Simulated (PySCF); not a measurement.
# Basis-set dependence of population analyses: `COc1ccsc1`

Compound: C5H6OS.
Geometry (PBE0-D3(BJ)/def2-SVP, Å), atoms numbered from 1 in this order:
```xyz
13
C5H6OS angstrom
C      1.989   -0.263   -0.266
O      0.860    0.558   -0.360
C     -0.337   -0.042   -0.249
C     -1.529    0.744   -0.309
C     -2.654   -0.019   -0.178
S     -2.286   -1.684    0.021
C     -0.592   -1.384   -0.073
H      2.010   -1.018   -1.073
H      2.030   -0.786    0.706
H      2.869    0.385   -0.361
H     -1.518    1.825   -0.444
H     -3.691    0.314   -0.186
H      0.114   -2.207    0.007
```

PBE0 throughout (PySCF), one geometry, spherical d and f functions. One conformer (not necessarily the lowest) at the PBE0-D3(BJ)/def2-SVP geometry, without solvent, vibrations or thermal averaging. The first 7 of 11 kinds of atom are listed.

Mulliken charges (e):

```csv
basis,functions,C1,O2,C3,C4,C5,S6,C7
STO-3G,45,-0.123,-0.190,+0.072,-0.121,-0.206,+0.283,-0.247
pcSseg-0,79,-0.312,-0.683,+0.272,-0.098,-0.600,+0.481,-0.581
6-31G,79,-0.252,-0.554,+0.338,-0.042,-0.580,+0.513,-0.587
6-31G*,114,-0.289,-0.490,+0.382,-0.154,-0.414,+0.305,-0.493
cc-pVDZ,132,+0.052,-0.277,+0.163,+0.017,-0.141,+0.153,-0.222
def2-SVP,132,+0.108,-0.333,+0.193,-0.003,-0.123,+0.083,-0.230
pcSseg-1,156,-0.049,-0.466,+0.199,-0.054,-0.275,+0.254,-0.349
aug-cc-pVDZ,219,+0.706,-0.725,+0.995,+0.693,-0.103,+0.440,+0.186
"6-311+G(2d,p)",233,-0.277,-0.363,+0.334,-0.619,+0.088,-0.270,+0.257
def2-TZVP,259,-0.243,-0.239,+0.260,-0.262,-0.120,+0.056,-0.289
cc-pVTZ,298,-0.123,-0.194,+0.185,-0.182,-0.150,+0.074,-0.263
IGLO-III,314,-0.254,-0.257,+0.258,-0.195,-0.211,+0.320,-0.348
```

IAO charges (e):

| basis | functions | C1 | O2 | C3 | C4 | C5 | S6 | C7 |
| --- | --- | --- | --- | --- | --- | --- | --- | --- |
| STO-3G | 45 | -0.256 | -0.171 | +0.060 | -0.197 | -0.291 | +0.390 | -0.355 |
| pcSseg-0 | 79 | -0.221 | -0.295 | +0.148 | -0.195 | -0.302 | +0.295 | -0.398 |
| 6-31G | 79 | -0.241 | -0.301 | +0.153 | -0.197 | -0.300 | +0.295 | -0.397 |
| 6-31G* | 114 | -0.201 | -0.317 | +0.180 | -0.199 | -0.307 | +0.332 | -0.410 |
| cc-pVDZ | 132 | -0.201 | -0.313 | +0.179 | -0.204 | -0.309 | +0.338 | -0.415 |
| def2-SVP | 132 | -0.192 | -0.311 | +0.175 | -0.201 | -0.306 | +0.341 | -0.411 |
| pcSseg-1 | 156 | -0.199 | -0.318 | +0.176 | -0.203 | -0.314 | +0.344 | -0.421 |
| aug-cc-pVDZ | 219 | -0.208 | -0.325 | +0.181 | -0.208 | -0.313 | +0.340 | -0.421 |
| 6-311+G(2d,p) | 233 | -0.209 | -0.327 | +0.181 | -0.207 | -0.319 | +0.355 | -0.427 |
| def2-TZVP | 259 | -0.207 | -0.326 | +0.185 | -0.208 | -0.322 | +0.360 | -0.431 |
| cc-pVTZ | 298 | -0.208 | -0.324 | +0.184 | -0.208 | -0.317 | +0.351 | -0.426 |
| IGLO-III | 314 | -0.209 | -0.327 | +0.182 | -0.209 | -0.324 | +0.364 | -0.431 |

Hirshfeld charges (e):

```json
{"basis": "STO-3G", "functions": "45", "C1": "+0.046", "O2": "-0.103", "C3": "+0.032", "C4": "-0.079", "C5": "-0.071", "S6": "+0.146", "C7": "-0.124"}
{"basis": "pcSseg-0", "functions": "79", "C1": "-0.020", "O2": "-0.106", "C3": "+0.045", "C4": "-0.084", "C5": "-0.084", "S6": "+0.096", "C7": "-0.138"}
{"basis": "6-31G", "functions": "79", "C1": "-0.013", "O2": "-0.129", "C3": "+0.049", "C4": "-0.078", "C5": "-0.082", "S6": "+0.068", "C7": "-0.132"}
{"basis": "6-31G*", "functions": "114", "C1": "-0.015", "O2": "-0.117", "C3": "+0.052", "C4": "-0.077", "C5": "-0.077", "S6": "+0.052", "C7": "-0.123"}
{"basis": "cc-pVDZ", "functions": "132", "C1": "-0.029", "O2": "-0.092", "C3": "+0.047", "C4": "-0.085", "C5": "-0.081", "S6": "+0.080", "C7": "-0.128"}
{"basis": "def2-SVP", "functions": "132", "C1": "-0.030", "O2": "-0.100", "C3": "+0.048", "C4": "-0.088", "C5": "-0.083", "S6": "+0.093", "C7": "-0.131"}
{"basis": "pcSseg-1", "functions": "156", "C1": "-0.030", "O2": "-0.109", "C3": "+0.050", "C4": "-0.086", "C5": "-0.083", "S6": "+0.087", "C7": "-0.129"}
{"basis": "aug-cc-pVDZ", "functions": "219", "C1": "-0.037", "O2": "-0.113", "C3": "+0.046", "C4": "-0.089", "C5": "-0.089", "S6": "+0.091", "C7": "-0.129"}
{"basis": "6-311+G(2d,p)", "functions": "233", "C1": "-0.029", "O2": "-0.117", "C3": "+0.042", "C4": "-0.088", "C5": "-0.088", "S6": "+0.090", "C7": "-0.129"}
{"basis": "def2-TZVP", "functions": "259", "C1": "-0.034", "O2": "-0.111", "C3": "+0.047", "C4": "-0.087", "C5": "-0.086", "S6": "+0.084", "C7": "-0.127"}
{"basis": "cc-pVTZ", "functions": "298", "C1": "-0.036", "O2": "-0.106", "C3": "+0.050", "C4": "-0.086", "C5": "-0.085", "S6": "+0.081", "C7": "-0.128"}
{"basis": "IGLO-III", "functions": "314", "C1": "-0.038", "O2": "-0.113", "C3": "+0.044", "C4": "-0.091", "C5": "-0.089", "S6": "+0.103", "C7": "-0.129"}
```

Task: Which scheme is steadiest as the basis changes?

Result: Largest range over the bases for any column: Hirshfeld 0.09 e, IAO 0.16 e, Mulliken 1.31 e. Hirshfeld charges move least and Mulliken charges most, counted in e. Without the minimal STO-3G basis the ranges are Hirshfeld 0.05, IAO 0.07, Mulliken 1.31 e.

Task: How much do the charges still move between the two largest bases, cc-pVTZ and IGLO-III?

Result: At most, over all atoms: Mulliken 0.246 e, IAO 0.013 e, Hirshfeld 0.022 e.

Task: What do the same runs give for the total energy, the frontier levels and the dipole moment?

Result: 
| basis | energy (Eh) | HOMO (eV) | LUMO (eV) | μ (D) |
| --- | --- | --- | --- | --- |
| STO-3G | -659.3328 | -3.33 | 3.23 | 1.16 |
| pcSseg-0 | -665.9765 | -6.49 | -0.28 | 1.36 |
| 6-31G | -666.9391 | -6.16 | 0.08 | 1.20 |
| 6-31G* | -667.0539 | -6.03 | 0.13 | 1.10 |
| cc-pVDZ | -667.0986 | -6.11 | -0.01 | 1.11 |
| def2-SVP | -666.7591 | -6.21 | -0.09 | 1.11 |
| pcSseg-1 | -667.0277 | -6.31 | -0.24 | 1.16 |
| aug-cc-pVDZ | -667.1165 | -6.28 | -0.27 | 1.09 |
| 6-311+G(2d,p) | -667.1669 | -6.27 | -0.27 | 1.09 |
| def2-TZVP | -667.1951 | -6.25 | -0.23 | 1.08 |
| cc-pVTZ | -667.1907 | -6.23 | -0.18 | 1.08 |
| IGLO-III | -667.1960 | -6.24 | -0.18 | 1.04 |

The dipole is fixed by the density alone, so its range of 0.32 D shows that the density itself changes with the basis, not only its division among atoms.
